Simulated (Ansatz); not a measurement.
Isolated molecules relaxed with PBE0-D4/def2-TZVP in Ansatz; ΔE leaves out vibrations. CBS: MP2 limit from def2 TZ/QZ plus the TZ coupled-cluster correction, frozen cores. This one scheme is used for every species. DFT in def2-TZVPP. For Ge outer-core shells are correlated without core-valence functions, which leaves a few kJ/mol of doubt a bond. Scalar relativity is left out up to krypton. One conformer a species, not always the lowest.

Consider the germylene formation by 1,1-elimination: `[OH][GeH]([OH])[F]` → `[F][GeH]` + `OO`.

`[OH][GeH]([OH])[F]`:

```xyz
7

O     0.807    1.189    0.339
Ge   -0.449    0.027   -0.066
O    -0.150   -1.444    0.829
F    -0.252   -0.258   -1.766
H     1.138    1.654   -0.434
H    -1.881    0.477    0.186
H     0.786   -1.646    0.911
```

`[F][GeH]`:

Cartesian coordinates in Å:
```
F 0.941 -0.929 0.034
Ge -0.537 -0.121 0.531
H -0.404 1.051 -0.564
```

`OO`:

Cartesian coordinates in Å:
```
O -0.375 -0.421 0.508
O 0.424 -0.084 -0.624
H -1.179 0.080 0.323
H 1.130 0.425 -0.207
```

Task: Is it downhill or uphill in electronic energy at CCSD(T)/CBS, and by how much? (Estimate.)

Result: Computed: Uphill: ΔE = +132.0 kcal/mol.

Task: What do these levels give: BLYP-D4, r2SCANh-D4, BHLYP-D4, PBE-QIDH, HF/def2-TZVPP, SCS-MP2/def2-QZVPP? (Best estimate.)

Result: Computed: BLYP-D4 115.4, r2SCANh-D4 133.5, BHLYP-D4 132.1, PBE-QIDH 138.4, HF/def2-TZVPP 135.1, SCS-MP2/def2-QZVPP 136.6 kcal/mol.

Largest T1 diagnostic among the species: 0.014.

Leaving LDA and LC-ωPBE aside and taking each functional with its dispersion term where it has one, the values spread over 23.1 kcal/mol, from BLYP-D4 to PBE-QIDH. LDA lies +12.6 kcal/mol from PBE without D4. The D4 term adds +2.4 kcal/mol with B3LYP and +1.2 kcal/mol with PBE0; it sums over pairs of atoms, weighted by their polarisabilities, and B3LYP, whose exchange is more repulsive, gets the larger term. From PBE to PBE0 (25 % exact exchange), in def2-TZVPP and without D4, ΔE moves by +8.1 kcal/mol.

B3LYP here is the variant with VWN-RPA as its local correlation; programs differ in this.
